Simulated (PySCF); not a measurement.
## Working out the ionisation energy of Ti

Ti [Ar] 3d2 4s2 (3F) → Ti⁺ [Ar] 3d2 4s1 (4F). Computed with PySCF 2.14 in cc-pVDZ-DK, with the spin-free X2C one-electron Hamiltonian (Gaussian nucleus). Frozen: [Ar]. Energies in hartree (1 hartree = 27.21139 eV):

```tsv
part	Ti (lower)	Ti⁺ (upper)
UHF	-852.744636	-852.540151
MP2 opposite-spin	-0.027016	0.000000
MP2 same-spin	-0.007984	-0.008124
```

Q: What does Hartree-Fock give?

A: (-852.540151) − (-852.744636) = 0.204485 hartree = 5.564 eV.

Q: What do MP2 and SCS-MP2 (6/5 opposite-spin, 1/3 same-spin) give?

A: The opposite-spin parts differ by 0.735 eV and the same-spin parts by -0.004 eV. MP2: 5.564 + (0.735) + (-0.004) = 6.295 eV. SCS-MP2: 5.564 + 1.2 × (0.735) + (-0.004)/3 = 6.445 eV.

Measured between the centres of the two terms (NIST): 6.828 eV, so MP2 (valence) is off by -0.533 eV.

A double-zeta basis recovers only part of the correlation energy.

What remains against the reference includes basis incompleteness, the frozen core and correlation beyond second order.
